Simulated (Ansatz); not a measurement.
Species: C₂H₆B, net charge 0, doublet state. It need not be the lowest isomer of its formula. SMILES: C[B]C
Coordinates optimised at B3LYP-D3(BJ)/def2-TZVP (Ansatz, a first-principles code):
```xyz
9

B      0.0493    -0.4822     0.2840
C      1.3753     0.1011    -0.2581
C     -1.3958     0.0481     0.1330
H      1.7134     0.8331     0.4908
H      2.1849    -0.6231    -0.3594
H      1.2611     0.6480    -1.2031
H     -1.5681     0.5938    -0.8038
H     -1.5408     0.7707     0.9500
H     -2.1740    -0.7066     0.2558
```
Charge 0, spin multiplicity 2.

Parts of the frozen-core correlation energy in aug-cc-pVTZ (Ansatz, hartree). Frozen orbitals: 3; correlated occupied orbitals by spin: 9 and 8; virtual: 264 and 265. UHF or UKS for open shells. Spin-orbit coupling is left out. No relativistic terms.

| term | value |
|---|---|
| reference (HF) | -103.89461 |
| MP2 opposite-spin | … |
| MP2 same-spin | -0.09192 |
| CCSD correlation | … |
| (T) | … |
| T1 diagnostic | 0.012 |
| largest doubles amplitude | 0.013 |
| <S^2> of the reference | 0.754 |

### Question
Complete the blanks.

### Answer

- MP2 opposite-spin, value: -0.34727
- CCSD correlation, value: -0.47742
- (T), value: -0.01793
